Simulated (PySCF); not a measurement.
Cl₂H₂O₂Si. Atoms are numbered in the order given.

```xyz
7

O      0.0787     1.3749    -1.2299
Si     0.0000     0.0000    -0.3392
O     -0.0787    -1.3749    -1.2299
Cl     1.6823     0.0112     0.8179
Cl    -1.6823    -0.0112     0.8179
H     -0.7244     1.6381    -1.6911
H      0.7244    -1.6381    -1.6911
```

The structure is a stationary point at PBE0-D3(BJ)/def2-SVP. Other conformers were not sampled.

Level of theory: PBE/pcSseg-1 run with PySCF.

GIAO shieldings, no solvent; atoms alike by connectivity are averaged. δ = σ(ref) − σ: ¹⁷O against H2O (σ = 334.3 ppm); ²⁹Si against TMS (σ = 335.4 ppm); ³⁵Cl against HCl (σ = 936.5 ppm); ¹H against TMS (σ = 31.49 ppm), references at their B3LYP-D3(BJ)/def2-TZVP geometries, non-relativistic (without spin–orbit terms, shifts of atoms bonded to Cl or Br come out too high).

```json
[
 {"atoms": "O1, O3", "nucleus": "¹⁷O", "count": "2", "δ (ppm)": "___"},
 {"atoms": "Si2", "nucleus": "²⁹Si", "count": "1", "δ (ppm)": "-26.1"},
 {"atoms": "Cl4, Cl5", "nucleus": "³⁵Cl", "count": "2", "δ (ppm)": "___"},
 {"atoms": "H6, H7", "nucleus": "¹H", "count": "2", "δ (ppm)": "2.68"}
]
```

Problem. Complete the blanks. (An estimate is asked for; the answer gives what the named calculation found.)

Solution. 
- O1, O3, δ (ppm): 102.2
- Cl4, Cl5, δ (ppm): 94.7
